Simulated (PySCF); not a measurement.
## [HgCl3(NH3)]− at several levels of theory

Computed with PySCF 2.14.0 (density fitting, no spin-orbit coupling) at the geometry relaxed with PBE0:

```xyz
8
[HgCl3(NH3)]− (singlet; a saddle point, relaxed within its symmetry)
Hg    0.0395   -0.0395    0.0395
Cl    0.9892    1.8992    1.2668
Cl   -1.8992   -1.2668    0.9892
Cl    1.2668   -0.9892   -1.8992
N    -1.4332    1.4332   -1.4332
H    -1.4264    2.3782   -1.0590
H    -1.0590    1.4264   -2.3782
H    -2.3782    1.0590   -1.4264
```

```
level                                                            basis    state  HOMO (eV)  gap (eV)  charge on Hg1 (e)  dipole about the centre of mass (D)  largest force component (eV/Å)
 PBE0      Hg def2-SVP with ECP60, Cl def2-SVP, N def2-SVP, H def2-SVP  singlet      -2.88      5.84               0.43                                 4.47                            0.01
   HF                                                         the same  singlet      -6.03     12.43               0.78                                 4.47                            0.52
 PBE0  Hg def2-TZVP with ECP60, Cl def2-TZVP, N def2-TZVP, H def2-TZVP  singlet      -3.45      5.87               0.78                                 4.29                            0.23
```

Charges are Mulliken's, which hang on the basis. The relaxation used the grid (50, 194), these runs (75, 302) or, all-electron (x2c bases, spin-free X2C Hamiltonian), (99, 590).

What does M06-L with Hg def2-SVP with ECP60, Cl def2-SVP, N def2-SVP, H def2-SVP give here?

state singlet, HOMO (eV) -1.84, gap (eV) 4.19, charge on Hg1 (e) 0.59, dipole about the centre of mass (D) 4.49, largest force component (eV/Å) 0.27. Time: 8.6 s on 2 threads of Arm Neoverse V2, with other jobs on the host, from an already converged density.

In the first row's basis the gap widens with exact exchange: 4.2 eV for M06-L (none); 5.8 eV for PBE0 (a fixed share); 12.4 eV for Hartree–Fock (rising or full at long range).
